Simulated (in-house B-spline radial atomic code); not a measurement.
A run on an ion of nuclear charge 26 with 26.6 electrons that did not converge. Method: scalar-relativistic (X2C) LC-wPBE, spin-polarised, spherical fractional occupations, Fermi nucleus of rms radius 3.7377 fm; computed with an all-electron radial atomic-structure program (B-spline basis).

Command:
```bash
python run_scf.py task.json out
```
Settings (nuclear radius in fm, mass in u):
```
Z                26
configuration    [Ar] 3d6.6 4s2
hamiltonian      x2c
method           lc_wpbe
spin_polarised   True
nucleus          fermi
rms_radius       3.7377
atomic_mass      55.93494
speed_of_light   137.035999084
```

First and last ten iterations of the last attempt (damped for 15 steps, keeping 80 % of the old Fock matrix, then DIIS):
```
 iter        energy (Eh)    residual
    1       -1259.380901    3.91e-01
    2       -1261.448121    5.69e-01
    3       -1266.504388    3.89e-01
    4       -1269.367317    2.49e-01
    5       -1270.891547    1.54e-01
    6       -1271.648070    9.81e-02
    7       -1271.997368    6.95e-02
    8       -1272.149852    5.34e-02
    9       -1272.216014    4.06e-02
   10       -1272.247104    3.09e-02
  111       -1271.675871    6.76e-02
  112       -1271.704314    6.75e-02
  113       -1271.723826    6.59e-02
  114       -1271.714869    6.61e-02
  115       -1271.713095    6.62e-02
  116       -1271.713962    6.61e-02
  117       -1271.713453    6.61e-02
  118       -1271.710711    6.64e-02
  119       -1272.248093    2.12e-02
  120       -1272.249769    2.07e-02
 not converged after 120 iterations
```

The smallest residual met was 1.8e-02; the threshold is about 3e-07. No energy from this run should be used. Cost of the run: 25 s on 1 thread of Arm Neoverse N1 (shared host).
